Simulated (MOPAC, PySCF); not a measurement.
Isomers of H7BSi2. Gas-phase values, no solvent. One relaxed conformer stands for each flexible species; it need not be the lowest. Strings in code marks are SMILES.

Quantity: electronic energy of isomers of H7BSi2 relative to `B[SiH2][SiH3]` (H–B–Si–Si torsion 86°), in kJ/mol. Semi-empirical values (MOPAC) are differences of heats of formation.

Level 1: PBE-D3(BJ)/def2-TZVP (PySCF)
Level 2: PBE/6-31G* // PBE-D3(BJ)/def2-TZVP (PySCF)
Level 3: PM6 // PBE-D3(BJ)/def2-TZVP (MOPAC)
Level 4: PM7 // PBE-D3(BJ)/def2-TZVP (MOPAC)

```
species          level 2  level 3  level 4
---------------  -------  -------  -------
`[SiH3]B[SiH3]`    23.92     78.5     7.65
```

**Question.** What does level 1 give for each?

**Answer.** 
- `[SiH3]B[SiH3]`: 23.46
